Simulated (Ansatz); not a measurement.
Ideal-gas functions of C2H2BrN, SMILES `N#CCBr` at 800 K and 1 bar, from an Ansatz frequency run at PBE0-D4/def2-TZVP.

Molar mass 119.95 g/mol, point group Cs (symmetry number 1), electronic degeneracy 1, moments of inertia 22.631, 230.556, 249.988 u Å². Harmonic wavenumbers (cm⁻¹, unscaled): 164, 368, 456, 678, 872, 976, 1180, 1242, 1452, 2387, 3117, 3178.

Use S(trans) = R[1.5 ln M + 2.5 ln T − 1.1517]; rotational temperatures θ = 24.2544 K / I; S(rot) = R[ln(√π/σ · √(T³/θAθBθC)) + 1.5]; for each mode x = 1.438777 ν̃/T, S = R[x/(eˣ − 1) − ln(1 − e⁻ˣ)] and H = RT x/(eˣ − 1); 1 cm⁻¹ = 0.0119627 kJ/mol; R = 8.31446 J/(mol·K).

By hand: the entropy, in J/(mol·K).

Translation 189.1. Rotation: θ = 1.0717, 0.1052, 0.097 K, giving 119.4. Vibration, mode by mode: 18.50, 11.90, 10.19, 7.16, 5.38, 4.63, 3.46, 3.17, 2.35, 0.61, 0.20, 0.18, in all 67.7. Electronic 0.0. Sum 376.2 J/(mol·K).

By hand: H − E and G − E in kJ/mol, counted from the electronic energy.

Zero-point energy ½ × 16070 × 0.0119627 = 96.1; thermal vibration 29.0; translation, rotation and pV give 4 RT = 26.6. H − E = 151.7 kJ/mol, and G − E = 151.7 − 800 × 376.2/1000 = -149.3 kJ/mol.

Vibration gives 18 % of the entropy.
